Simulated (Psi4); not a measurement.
H4BN, triplet, at a GFN2-xTB geometry (a higher spin typed on purpose: for a closed-shell molecule this is an excited state); CCSD(T)/def2-SV(P) run with Psi4 1.11.

The Psi4 input:
```
memory 2 GB

molecule {
0 3
B    -0.78805315    0.15292982   -0.22510804
N     0.62170720   -0.04098803    0.05505530
H    -1.38855047   -0.89304437   -0.30414008
H    -1.37559735    0.65664534    0.70331406
H     1.37443024    0.32028859   -0.51034690
H     0.97803298   -0.56162246    0.85132607
}

set {
  basis def2-sv(p)
  reference uhf
  cc_type df
  mp2_type df
  scf_type df
}

energy('ccsd(t)')
print_variables()
```

Output, abridged:

```
Traceback (most recent call last):
  File "psi4", line 375, in <module>
  File "<string>", line 30, in <module>
  File "site-packages/psi4/driver/driver.py", line 461, in energy
  File "site-packages/psi4/driver/task_planner.py", line 255, in task_planner
  File "site-packages/psi4/driver/driver_util.py", line 222, in negotiate_derivative_type
  File "site-packages/psi4/driver/driver_util.py", line 344, in highest_analytic_derivative_available

psi4.driver.p4util.exceptions.MissingMethodError: Method=ccsd(t) is not available for any derivative level under conditions CC_TYPE=DF, REFERENCE=UHF, FREEZE_CORE=FALSE, QC_MODULE=(auto). See https://psicode.org/psi4manual/master/introduction.html#ss-ccsd-prt-pr. Or did you mean? ccsd(at) a-ccsd(t) ccsd(t)_l bccd(t) qcisd(t)

Printing out the relevant lines from the Psithon --> Python processed input file:
    core.set_global_option("BASIS", "def2-sv(p)")
    core.set_global_option("REFERENCE", "uhf")
    core.set_global_option("CC_TYPE", "df")
    core.set_global_option("MP2_TYPE", "df")
    core.set_global_option("SCF_TYPE", "df")
--> energy('ccsd(t)')
    print_variables()

!----------------------------------------------------------------------------------!
!                                                                                  !
!  Method=ccsd(t) is not available for any derivative level under conditions       !
!     CC_TYPE=DF, REFERENCE=UHF, FREEZE_CORE=FALSE, QC_MODULE=(auto). See          !
!     https://psicode.org/psi4manual/master/introduction.html#ss-ccsd-prt-pr. Or   !
!     did you mean? ccsd(at) a-ccsd(t) ccsd(t)_l bccd(t) qcisd(t)                  !
!                                                                                  !
!----------------------------------------------------------------------------------!
```

The program refused the input.
